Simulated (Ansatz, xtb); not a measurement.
## Relative energy of two isomers of BFH8Si3

Structure a is `B[SiH2][Si@@H](F)[SiH3]`, a singlet and structure b is `B[Si@@H]([SiH3])[SiH2]F`, a singlet. Both are isolated molecules in the gas phase, relaxed with PBE0-D3(BJ)/def2-SVP, each in the lowest conformer that the search found.

a (Å):

```xyz
13

B     0.9306    2.3545   -2.0763
F    -0.9782    1.1822   -0.0524
Si    1.9079    0.7486   -1.4088
Si    0.2280    0.0697    0.1139
Si   -0.6208   -2.0534   -0.3999
H     1.0494    3.4203   -1.5230
H     0.1428    2.2563   -2.9852
H     2.1105   -0.3532   -2.4012
H     3.1808    0.9982   -0.6648
H     0.6918    0.1376    1.5333
H    -1.7690   -2.4271    0.4809
H     0.4881   -3.0409   -0.2142
H    -1.0606   -2.0797   -1.8280
```

b (Å):

```xyz
13

B     1.1822   -1.9992   -0.5707
F    -1.9985   -2.2536   -0.1348
Si    0.5875   -0.3654    0.4057
Si    1.0529    1.6331   -0.7307
Si   -1.7390   -0.6680    0.1863
H     1.6307   -2.9650   -0.0034
H     1.0298   -2.0461   -1.7681
H     0.9446   -0.2798    1.8568
H     2.5148    1.9442   -0.7073
H     0.6073    1.4787   -2.1493
H     0.3119    2.7752   -0.1116
H    -2.4945   -0.3224    1.4256
H    -2.2792    0.1125   -0.9658
```

Question: Estimate E(b) − E(a) at the level CCSD(T)/def2-SVP + ΔMP2/def2-TZVPP.

Answer: Calculated at CCSD(T)/def2-SVP + ΔMP2/def2-TZVPP: E(b) − E(a) = −0.167 eV, so structure b lies lower.

Level by level:

```csv
level,geometry,E(b) − E(a) (eV),departure from the last row (eV),"job, with rough time for the two"
PBE0-D3(BJ)/def2-SVP,PBE0-D3(BJ)/def2-SVP,−0.141,+0.025,"optimisation, 2 min"
HF/def2-SVP,PBE0-D3(BJ)/def2-SVP,−0.145,+0.021,part of the CCSD(T) run
MP2/def2-SVP,PBE0-D3(BJ)/def2-SVP,−0.190,−0.023,part of the CCSD(T) run
CCSD(T)/def2-SVP,PBE0-D3(BJ)/def2-SVP,−0.165,+0.002,single point
CCSD(T)/def2-SVP + ΔMP2/def2-TZVPP,PBE0-D3(BJ)/def2-SVP,−0.167,,"single point, 25 s"
```

As drawn, both hold the same kinds of bond in the same numbers.

The levels shown agree on the order. The largest departure from CCSD(T)/def2-SVP + ΔMP2/def2-TZVPP is that of PBE0-D3(BJ)/def2-SVP, 0.025 eV. Levels run at GFN2-xTB geometries aren't shown. The last row adds to CCSD(T) the change of the MP2 difference between the two basis sets, here −0.002 eV.

With thermal terms from frequencies at re-optimised GFN2-xTB minima (ideal gas, soft modes damped towards free rotors, one conformer each, 298.15 K, 1 atm): on the last row, ΔE + ΔZPE = −0.161, ΔH = −0.160, ΔG = −0.165 eV.

The correlated steps freeze 17 core orbitals. Run with Ansatz 0.2.0, xtb 6.7.1; the last row on 2 threads of Intel(R) Xeon(R) 6975P-C (Granite Rapids) on a shared host.
